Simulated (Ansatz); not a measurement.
Conformers and stereoisomers of `N[SiH](F)N[SiH](N)Cl`, each relaxed with PBE0-D4/def2-TZVP in Ansatz. CBS adds the triple-zeta coupled-cluster correction to the MP2 limit.

Not all of them had a frequency check.

Conformer A:

Z-matrix (Å, degrees):
```
Si
F 1 1.601
N 1 1.712 2 112.7
N 1 1.702 2 104.7 3 -116.9
H 1 1.477 2 105.0 3 117.7
Si 3 1.710 1 128.8 2 91.7
H 3 1.011 1 115.3 2 -86.9
H 4 1.007 1 120.0 2 -37.4
H 4 1.007 1 120.5 2 176.4
N 6 1.696 3 108.4 1 -36.7
Cl 6 2.064 3 114.1 1 79.7
H 6 1.481 3 106.7 1 -165.1
H 10 1.005 6 122.2 3 151.5
H 10 1.006 6 121.8 3 -49.1
```

Conformer B:

Cartesian coordinates in Å:
```
N 0.326 0.798 -1.725
Si -0.141 -0.808 -1.362
F -1.706 -0.829 -1.671
N 0.257 -1.154 0.259
Si 0.021 -0.221 1.684
N -0.683 1.240 1.218
Cl 1.876 -0.063 2.610
H 1.294 1.058 -1.610
H -0.072 1.249 -2.535
H 0.447 -1.889 -2.188
H 0.728 -2.038 0.396
H -0.811 -0.883 2.710
H -1.089 1.878 1.880
H -0.447 1.662 0.332
```

Which is lowest in electronic energy at CCSD(T)/CBS (frozen core, def2 sets), and by how much? (An estimate is asked.)

Ansatz gave: B; A lies 1.6 kJ/mol higher. Gaps under about 2 kJ/mol don't settle the order.

Give the energies relative to B (kJ/mol) with r2SCAN-D4/def2-TZVPP, B3LYP-D4/def2-TZVPP, ωB97X-V/def2-TZVPP, r2SCAN/def2-TZVPP, HF/def2-TZVPP, MP2/def2-QZVPP, SCS-MP2/def2-QZVPP. (An estimate is asked.)

The calculation gave: 
```json
{"level": "r2SCAN-D4/def2-TZVPP", "A": "2.7"}
{"level": "B3LYP-D4/def2-TZVPP", "A": "3.8"}
{"level": "ωB97X-V/def2-TZVPP", "A": "2.0"}
{"level": "r2SCAN/def2-TZVPP", "A": "2.2"}
{"level": "HF/def2-TZVPP", "A": "-2.8"}
{"level": "MP2/def2-QZVPP", "A": "1.7"}
{"level": "SCS-MP2/def2-QZVPP", "A": "0.5"}
```

B3LYP here is the variant with VWN-RPA as its local correlation; programs differ in this.
